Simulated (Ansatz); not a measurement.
Reaction (ligand exchange at the Si–Se bond): `C[SiH](F)[SeH]` + `[OH][AlH2]` → `C[SiH](F)[O][AlH2]` + H₂Se

Isolated molecules relaxed with PBE0-D4/def2-TZVP in Ansatz; ΔE leaves out vibrations. CBS: MP2 limit from def2 TZ/QZ plus the TZ coupled-cluster correction, frozen cores. This one scheme is used for every species. Functionals use def2-TZVPP. For Se outer-core shells are correlated without core-valence functions, which leaves a few kJ/mol of doubt a bond. Scalar relativity is left out up to krypton. Each species was taken in one conformer, which may not be the lowest.

| level | ΔE (kJ/mol) |
| --- | --- |
| PBE0-D4 | -61.1 |
| ωB97M-V | -71.1 |
| PBE | -54.5 |
| r2SCAN | -68.2 |
| MP2/def2-TZVPP | -69.5 |
| CCSD(T)/def2-TZVPP | -74.7 |
| HF/CBS(def2) | -97.3 |
| MP2/CBS(def2) | -64.3 |

Question: What does CCSD(T)/CBS give? (Best estimate.)

Answer: The calculation gave: -69.5 kJ/mol. The listed levels differ from it by 8.4, -1.6, 15.0, 1.3, 0.0, -5.2, -27.8, 5.2 kJ/mol.

Largest T1 diagnostic among the species: 0.012.

In def2-TZVPP, CCSD(T) changes the Hartree–Fock value by +20.1 kJ/mol (the triples alone add +3.8 kJ/mol) and MP2 by +25.3 kJ/mol. From PBE to PBE0 (25 % exact exchange), in def2-TZVPP and without D4, ΔE moves by −6.9 kJ/mol.
